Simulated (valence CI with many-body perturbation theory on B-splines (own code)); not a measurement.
# Forbidden lines of Hf²²⁺

Level of theory: valence CI with perturbative core correlation (CI+MBPT): four valence electrons over a frozen Dirac-Fock core [Kr] 4d10, a basis of 7 s, 7 p, 7 d, 7 f, 4 g, 2 h functions for each j, with the one-electron correlation potential Σ1, the two-electron term Σ2, the three-electron term Σ3, Breit, model QED; selected CI, second order for the rest, scaled by the run's own slope (own B-spline code, finite nucleus).

No measured spectrum was set against this ion. As an estimate, terms of the open shell hold to a few per cent of their energy, and close levels can change places.

Lines 51 to 100 of 120 in falling wavelength, among levels below 934940 cm⁻¹, chosen from the decays that carry over 1 % of a level's rate. Wavelengths and rates use the calculated energies, so an error of 2000 cm⁻¹ moves a line at 4258 Å by 8.5 % and its rate by three times that or more. Electric multipoles are in the length gauge, E1 and E2 with the static RPA response of the core. S is in atomic units (e²a₀⁴ for E2 and M2, e²a₀⁶ for E3), for M1 in squared Bohr magnetons. Weak lines are less certain than strong ones. Lines between different terms over intervals too small for the method are left out, as are lines whose strength nearly cancels. Where a level lies close to another of its J and parity, the split of strength between their lines is uncertain.

Names give the largest LS component (configuration and term), which can be under half, so a name can repeat, a term be missing and a line seem to break the LS rules; names also repeat where a configuration has a term twice. Letters in brackets count levels of one name in rising energy.

| λ vac (Å) | Upper | Lower | Type | A (s⁻¹) | S (a.u.) |
| --- | --- | --- | --- | --- | --- |
| 4258 | 4f4 3G_3 [a] | 4f4 5F_3 | M1 | 6.95e+01 | 1.39e+00 |
| 4252 | 4f4 3L_7 | 4f4 5I_7 | M1 | 8.57e+01 | 3.66e+00 |
| 4232 | 4f4 5G_4 | 4f4 3G_4 [a] | M1 | 7.63e+01 | 1.93e+00 |
| 4195 | 4f4 3F_4 [a] | 4f4 5F_5 [a] | M1 | 8.41e+01 | 2.07e+00 |
| 4113 | 4f4 3I_5 [a] | 4f4 5F_5 [a] | M1 | 2.67e+01 | 7.59e-01 |
| 4056 | 4f4 5F_5 [b] | 4f4 3G_4 [a] | M1 | 2.07e+01 | 5.64e-01 |
| 3991 | 4f4 3P_1 [a] | 4f4 5S_2 | M1 | 1.47e+02 | 1.04e+00 |
| 3938 | 4f4 3K_8 [a] | 4f4 3L_7 | M1 | 4.83e+01 | 1.86e+00 |
| 3903 | 4f4 3K_7 [a] | 4f4 3K_6 [a] | M1 | 2.44e+02 | 8.08e+00 |
| 3746 | 4f4 1D_2 [a] | 4f4 5G_2 | M1 | 2.34e+01 | 2.28e-01 |
| 3616 | 4f4 1D_2 [a] | 4f4 5S_2 | M1 | 1.06e+02 | 9.25e-01 |
| 3615 | 4f4 3D_3 [a] | 4f4 5G_3 | M1 | 3.46e+01 | 4.25e-01 |
| 3606 | 4f4 3F_4 [a] | 4f4 5G_3 | M1 | 7.96e+00 | 1.25e-01 |
| 3558 | 4f4 3M_8 | 4f4 5I_7 | M1 | 6.16e+01 | 1.75e+00 |
| 3556 | 4f4 3I_5 [a] | 4f4 3K_6 [a] | M1 | 1.62e+01 | 2.97e-01 |
| 3549 | 4f4 3K_6 [a] | 4f4 5I_6 | M1 | 5.59e+01 | 1.21e+00 |
| 3491 | 4f4 3G_4 [a] | 4f4 5I_5 | M1 | 4.60e+01 | 6.53e-01 |
| 3468 | 4f4 3H_6 [a] | 4f4 5F_5 [a] | M1 | 7.76e+00 | 1.56e-01 |
| 3460 | 4f4 3H_6 [a] | 4f4 3L_7 | M1 | 9.54e-01 | 1.91e-02 |
| 3442 | 4f4 3D_2 [a] | 4f4 5F_1 | M1 | 1.10e+02 | 8.35e-01 |
| 3317 | 4f4 3D_3 [a] | 4f4 5G_2 | M1 | 1.18e+01 | 1.12e-01 |
| 3230 | 4f4 1D_2 [a] | 4f4 5F_3 | M1 | 1.12e+01 | 6.99e-02 |
| 3214 | 4f4 3D_3 [a] | 4f4 5S_2 | M1 | 2.20e+01 | 1.90e-01 |
| 3142 | 4f4 3D_2 [a] | 4f4 5F_2 | M1 | 6.85e+00 | 3.94e-02 |
| 3134 | 4f4 3L_7 | 4f4 5I_6 | M1 | 1.59e+02 | 2.72e+00 |
| 3127 | 4f4 5F_5 [a] | 4f4 5I_6 | M1 | 3.21e+01 | 4.00e-01 |
| 3102 | 4f4 3G_3 [a] | 4f4 5F_2 | M1 | 4.81e+00 | 3.73e-02 |
| 3064 | 4f4 3H_6 [a] | 4f4 3K_6 [a] | M1 | 1.88e+01 | 2.61e-01 |
| 3014 | 4f4 5F_2 | 4f4 5I_4 | E2 | 1.27e-02 | 1.41e-02 |
| 2913 | 4f4 3P_1 [a] | 4f4 5F_1 | M1 | 1.22e+02 | 3.34e-01 |
| 2900 | 4f4 3F_4 [a] | 4f4 5F_3 | M1 | 4.49e+01 | 3.65e-01 |
| 2713 | 4f4 3D_3 [a] | 4f4 3G_4 [a] | M1 | 1.59e+01 | 8.23e-02 |
| 2708 | 4f4 3F_4 [a] | 4f4 3G_4 [a] | M1 | 9.86e+01 | 6.53e-01 |
| 2708 | 4f4 1D_2 [a] | 4f4 5F_1 | M1 | 1.16e+02 | 4.26e-01 |
| 2674 | 4f4 3I_5 [a] | 4f4 3G_4 [a] | M1 | 7.08e+01 | 5.52e-01 |
| 2637 | 4f4 3K_6 [a] | 4f4 5I_5 | M1 | 2.28e+02 | 2.02e+00 |
| 2569 | 4f4 3M_9 | 4f4 5I_8 | M1 | 5.38e+01 | 6.42e-01 |
| 2532 | 4f4 3G_4 [a] | 4f4 5I_4 | M1 | 1.86e+02 | 1.01e+00 |
| 2528 | 4f4 3P_0 [a] | 4f4 5F_1 | M1 | 2.03e+01 | 1.21e-02 |
| 2518 | 4f4 1D_2 [a] | 4f4 5F_2 | M1 | 1.33e+01 | 3.94e-02 |
| 2405 | 4f4 3K_8 [a] | 4f4 5I_8 | M1 | 5.81e+01 | 5.09e-01 |
| 2396 | 4f4 5F_5 [a] | 4f4 5I_5 | M1 | 4.15e+01 | 2.33e-01 |
| 2385 | 4f4 5F_3 | 4f4 5I_4 | M1 | 6.62e+00 | 2.33e-02 |
| 2348 | 4f4 5F_4 | 4f4 5I_5 | M1 | 5.01e+01 | 2.16e-01 |
| 2342 | 4f4 5D_0 | 4f4 5F_1 | M1 | 3.08e+01 | 1.47e-02 |
| 2317 | 4f4 3D_3 [a] | 4f4 5F_2 | M1 | 3.39e+00 | 1.09e-02 |
| 2296 | 4f4 5F_5 [b] | 4f4 5I_6 | M1 | 7.55e+01 | 3.73e-01 |
| 2220 | 4f4 3L_8 | 4f4 5I_7 | M1 | 9.71e+00 | 6.69e-02 |
| 2202 | 4f4 3K_7 [a] | 4f4 5I_7 | M1 | 2.91e+01 | 1.73e-01 |
| 2200 | 4f4 5G_6 | 4f4 5I_7 | M1 | 5.35e+01 | 2.75e-01 |
